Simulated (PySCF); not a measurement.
PySCF 2.14 output of an unrestricted PBE calculation on a single atom or ion in x2c-TZVPPall, with scalar relativity by spin-free X2C-1e:

```
SCF conv_tol = 1e-09
number electrons alpha = 33  beta = 27
    J. P. Perdew, K. Burke, and M. Ernzerhof.,  Phys. Rev. Lett. 77, 3865 (1996)
    J. P. Perdew, K. Burke, and M. Ernzerhof.,  Phys. Rev. Lett. 78, 1396 (1997)
    J. P. Perdew, K. Burke, and M. Ernzerhof.,  Phys. Rev. Lett. 77, 3865 (1996)
    J. P. Perdew, K. Burke, and M. Ernzerhof.,  Phys. Rev. Lett. 78, 1396 (1997)
cycle= 1 E= -9622.85295801687  delta_E= -0.0287  |g|= 0.151  |ddm|= 0.636
cycle= 2 E= -9622.84850388235  delta_E= 0.00445  |g|= 0.233  |ddm|= 0.259
cycle= 3 E= -9622.85612559726  delta_E= -0.00762  |g|= 0.0022  |ddm|= 0.162
cycle= 4 E= -9622.85612694615  delta_E= -1.35e-06  |g|= 0.000505  |ddm|= 0.00784
cycle= 5 E= -9622.85612703628  delta_E= -9.01e-08  |g|= 0.000205  |ddm|= 0.00135
cycle= 6 E= -9622.85612704589  delta_E= -9.62e-09  |g|= 1.47e-05  |ddm|= 0.000275
cycle= 7 E= -9622.856127046  delta_E= -1.11e-10  |g|= 1.68e-06  |ddm|= 4.54e-05
converged SCF energy = -9622.856127046  <S^2> = 12.00103  2S+1 = 7.0002943
```

The run itself started from symmetry-adapted Hartree-Fock orbitals and held the occupation by maximum overlap, on a logarithmic radial grid, so the iterations belong to that start.

Problem. Which element, charge and spin multiplicity is this?

Solution. Nd (neodymium, neutral), multiplicity 7; the state was [Xe] 4f4 6s1 6p1, one real determinant (an excited configuration).

⟨L²⟩ = 36.01 against 56 for a pure K term, so this real determinant mixes terms. Spin-orbit coupling, absent here, splits the open shell strongly.
